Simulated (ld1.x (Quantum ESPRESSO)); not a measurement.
# Sc: one change to a TM semilocal potential, before and after

Sc, norm-conserving Troullier–Martins (semilocal form), made with ld1.x (Quantum ESPRESSO) 7.5 (BLYP, scalar-relativistic). Core [Ne], reference 3s2 3p6 3d1 4s2 4p0. Waves: 3s (bound): rc 1.35 bohr; 3p (bound): rc 1.10 bohr; 3d (bound): rc 1.95 bohr; 4f channel at 0.2 Ry: rc 1.45 bohr. Local part: the f channel. Core correction: none.

Occupied shells without a wave of their own: 4s. They enter only through the test configuration that unscreens the potential.

Change: wave 3d (bound): rc 1.95 bohr becomes 3d (bound): rc 2.04 bohr.

Cutoffs: the cutoffs (Ry, on a coarse ladder) from which the occupation-weighted sum of valence levels, in a spherical-Bessel basis at the reference potential, stays within 10 and 1 mRy of its value at 400 Ry; they do not see the model core or the augmentation charge, which bear on the density cutoff. Errors are all-electron minus pseudo energies relative to the spin-unpolarised reference configuration.

Problem. How do hardness, ghosts and transferability respond?

Solution. The potential gets neither clearly harder nor softer (80 Ry and 140 Ry → 80 Ry and 140 Ry); of the 7 tests that both files solve, the error grows in 2 and shrinks in 0 by more than 15 % and 0.3 meV (median size 194.7 → 194.8 meV); neither file shows a bound ghost. A semilocal file is local in each channel, so a ghost entry of none says nothing of the separable form that plane-wave codes build from it.

```tsv
quantity	base	changed
cutoff, loose	80 Ry	80 Ry
cutoff, tight	140 Ry	140 Ry
loose cutoff by channel (10 mRy a level)	s 40 Ry, p 30 Ry, d 50 Ry	s 40 Ry, p 30 Ry, d 45 Ry
bound ghosts	none	none
largest miss of a reference level, eV	0.14	0.14
error for 3s2 3p6 3d1 4s1 4p0, meV [ΔE 6.82 eV]	-195	-195
error for 3s2 3p6 3d1 4s0 4p0, meV [ΔE 19.73 eV]	-524	-525
error for 3s2 3p6 3d0 4s0 4p0, meV [ΔE 44.60 eV]	-772	-754
error for 3s2 3p6 3d0 4s2 4p0, meV [ΔE 8.27 eV]	+79	+91
error for 3s1 3p6 3d1 4s2 4p0, meV [ΔE 61.68 eV]	-26	-42
error for 3s2 3p6 3d2 4s1 4p0, meV [ΔE 1.67 eV]	-96	-94
error for 3s2 3p6 3d2 4s0 4p0, meV [ΔE 7.61 eV]	-269	-264
```

Base: The 4s level has no wave, so the channel is fitted at the deeper level alone: the likely source of the large errors. Changed file: The 4s level has no wave, so the channel is fitted at the deeper level alone: the likely source of the large errors.
